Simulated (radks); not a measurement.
Values are calculated unless marked as measured or tabulated.
Question: Radial electron density D(r) = 4 pi r^2 rho(r) of an atom or ion with 55 electrons. Code: a radial shooting solver on a logarithmic mesh with Libxc functionals. Model: Dirac Kohn-Sham, BP86, spin-unpolarised, spherical densities, finite nucleus; Fermi nuclear charge, rms radius of each element as measured or else 0.836 A^(1/3) + 0.57 fm.

r (bohr)  D(r) (e/bohr)
0.002498          10.31
0.003496          17.10
0.004892          27.14
0.006845          40.54
0.009579          55.70
0.01351           68.62
0.01891           72.97
0.02646           67.95
0.03702           63.74
0.05181           74.48
0.0725            91.73
0.1014            86.01
0.142             67.87
0.1986            75.78
0.278             71.17
0.389             34.85
0.5443            28.76
0.7617            28.44
1.066             13.07
1.492             6.890
2.087             4.477
2.944             1.431
4.12             0.2103
5.765          0.009695
8.067           0.03208
11.29            0.1318
15.8            0.05813
22.1           0.003324

What is the nuclear charge?

Answer: Z = 55. The innermost maximum, from 1s, lies near gamma/Z bohr with gamma = sqrt(1 - (Z/c)^2) = 0.916, here 0.0167 bohr (found: 0.0183), and its height grows with Z. The density is that of neutral caesium in [Xe] 7s1; the configuration itself is not fixed sharply by these data, and Z only to a few units. D(r) has 5 maxima, at r = 0.0183, 0.0804, 0.229, 0.649, 11.6 bohr, and minima at 0.0356, 0.151, 0.475, 6.45 bohr, inside which lie 2.02, 11.19, 28.93, 54.09 electrons.
